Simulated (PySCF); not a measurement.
## 4'-methylacetophenone (C1(C(C)=O)=CC=C(C)C=C1, C$_{9}$H$_{10}$O)

Cartesian coordinates in Å; atom numbers follow the order of the lines, from 1:
```xyz
20

C     3.4458    0.4728   -0.3929
C     2.4826   -0.6096    0.0297
O     2.8852   -1.6755    0.4432
C     1.0160   -0.3376   -0.0741
C     0.1266   -1.3469    0.3159
C    -1.2451   -1.1495    0.2437
C    -1.7764    0.0617   -0.2221
C    -3.2585    0.2627   -0.3311
C    -0.8833    1.0686   -0.6071
C     0.4927    0.8753   -0.5369
H     3.2990    1.3849    0.2061
H     3.2915    0.7460   -1.4482
H     4.4699    0.1063   -0.2556
H     0.5494   -2.2861    0.6790
H    -1.9244   -1.9475    0.5562
H    -3.5335    1.3205   -0.2106
H    -3.6231   -0.0595   -1.3211
H    -3.8020   -0.3245    0.4229
H    -1.2752    2.0238   -0.9669
H     1.1590    1.6840   -0.8442
```

Method: quadratic response CAM-B3LYP/aug-cc-pVDZ first hyperpolarisability, Taylor convention, gas phase in PySCF 2.14.0. Geometry: PBE0-D3(BJ)/def2-SVP.

**Question.** Give the tensor of the second harmonic β(−2ω;ω,ω) at 1907 nm in the axes of these coordinates.

**Answer.** In au, Taylor convention; rows are the first index (the induced dipole):
```
       xx     yy     zz     xy     xz     yz
x  -531.2  +34.3  +22.9  +81.0  -32.7   -5.9
y   +80.9  -71.6  -19.6  +32.3   -5.2   +3.1
z   -32.8   +3.0  +32.1   -5.2  +22.5  -19.5
```
Norm of βᵢ = ⅓ Σⱼ (βᵢⱼⱼ + βⱼᵢⱼ + βⱼⱼᵢ): 475.7 au, hyper-Rayleigh value 217.8 au.
